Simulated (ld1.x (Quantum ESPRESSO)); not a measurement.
What one change does to a pseudopotential (aluminium (Al), PAW)

```json
{
 "Element": "aluminium",
 "Generator": "ld1.x (Quantum ESPRESSO) 7.5",
 "Type": "PAW",
 "Functional": "BLYP",
 "Relativity": "non-relativistic",
 "Frozen core": "[Ne]",
 "Valence charge": "3",
 "Reference configuration": "3s1.5 3p0 (charge +1.5)",
 "Partial waves": "3s (bound): rcut 1.65, rcutus 2.05 bohr; 3s channel at 0.8 Ry: rcut 1.65, rcutus 2.05 bohr; 3p (bound, empty): rcut 1.45, rcutus 1.85 bohr; 3p channel at 1.45 Ry: rcut 1.45, rcutus 1.85 bohr; 3d channel at -0.2 Ry: rcut 1.45, rcutus 1.75 bohr",
 "Local potential": "all-electron potential smoothed inside 1.55 bohr (lloc = -2)",
 "Core correction": "a·sin(br)/r model core inside 1.80 bohr",
 "Augmentation charge": "PSQ, inside the norm-conserving radii"
}
```

All-electron outer shells of the reference configuration (BLYP, non-relativistic, ld1.x):

```csv
shell,level (eV),outermost node (bohr),outermost maximum (bohr)
3s,-19.15,0.80,1.93
3p,-13.01,0.80,2.28
```

Change: functional Wu–Cohen; added wave 3d channel at 1.3 Ry: rcut 1.45, rcutus 1.75 bohr.

Cutoffs: the cutoffs (Ry, on a coarse ladder) from which the occupation-weighted sum of valence levels, in a spherical-Bessel basis at the reference potential, stays within 10 and 1 mRy of its value at 400 Ry; they do not see the model core or the augmentation charge, which bear on the density cutoff. Errors are all-electron minus pseudo energies relative to the spin-unpolarised reference configuration.

Question: What does the change do?

Answer: Both files are so soft that the ladder of cutoffs tells neither apart; of the 7 tests that both files solve, the error grows in 4 and shrinks in 1 by more than 15 % and 0.3 meV (median size 2.2 → 2.6 meV); neither file shows a bound ghost.

```tsv
quantity	base	changed
cutoff, loose	6 Ry	6 Ry
cutoff, tight	8 Ry	8 Ry
bound ghosts	none	none
error for 3s2 3p1, meV [ΔE -14.09 → -14.22 eV]	-3.5	-5.6
error for 3s2 3p0, meV [ΔE -8.45 → -8.47 eV]	-2.1	-2.6
error for 3s1 3p0, meV [ΔE 10.73 → 10.69 eV]	-3.9	-4.1
error for 3s1 3p1, meV [ΔE -2.65 → -2.71 eV]	+0.3	-0.2
error for 3s2 3p1.3, meV [ΔE -14.62 → -14.79 eV]	-3.1	-5.5
error for 3s0 3p3, meV [ΔE -3.57 → -3.87 eV]	+2.2	-0.9
error for 3s1 3p2, meV [ΔE -8.93 → -9.12 eV]	+0.7	-1.4
s: phases at 2.26 bohr within 0.05 rad from the reference energy up to (Ry; the scan ends near 5)	4.1	4.1
p: phases at 2.26 bohr within 0.05 rad from the reference energy up to (Ry; the scan ends near 5)	4.2	4.2
d: phases at 2.26 bohr within 0.05 rad from the reference energy up to (Ry; the scan ends near 5)	4.3	to the end of the scan
lowest overlap eigenvalue by channel	s 0.47, p 0.74, d 1.00	s 0.47, p 0.75, d 0.97
```
